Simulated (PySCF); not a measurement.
**What the low excited states add to the polarisability**

Compound: C5H9BNP.
InChI=1S/C5H9BNP/c8-6-5-3-1-2-4-7-5/h1-4H,6H2,8H3

Method: PySCF, TDDFT CAM-B3LYP/def2-SVPD, vertical, gas phase, core orbitals frozen in the response. One conformer (not necessarily the lowest) at the PBE0-D3(BJ)/def2-SVP geometry, without solvent, vibrations or thermal averaging. Torsions of this conformer, `[PH3+:1][BH2-:2][c:3]1[cH:4][cH:5][cH:6][cH:7][n:8]1`: P1–B2–C3–C4 180°.

Computed singlets:

```
state  E (eV)       f
   S1    5.14  0.0028
   S2    5.37   0.063
   S3    5.52  0.0007
   S4    6.14   0.109
   S5    6.73  0.0057
   S6    6.75   0.012
```

Problem. Build the mean polarisability up from these states and compare it with the full response value.

Solution. Each state adds f / ΔE² (ΔE in hartree, 27.2114 eV).

| state | f/ΔE² (au) | running sum (au) | running share of α (%) |
| --- | --- | --- | --- |
| S1 | 0.08 | 0.08 | 0.1 |
| S2 | 1.61 | 1.69 | 1.6 |
| S3 | 0.02 | 1.71 | 1.6 |
| S4 | 2.15 | 3.85 | 3.6 |
| S5 | 0.09 | 3.95 | 3.7 |
| S6 | 0.19 | 4.14 | 3.9 |

The full response gives 107.32 au (15.90 Å³), so 103.2 au comes from the higher roots of the same equations.

Problem. By how much does the contribution of these states grow at 1064 nm?

Solution. With ω = 0.0428 hartree each state's term in the mean polarisability goes from f / ΔE² to f / (ΔE² − ω²); the sum over all 6 states goes from 4.14 to 4.31 au, a rise of 0.17 au. The full frequency-dependent response rises by 1.26 au, from 107.32 to 108.58 au.

The largest single term belongs to S4, which also has the largest f.
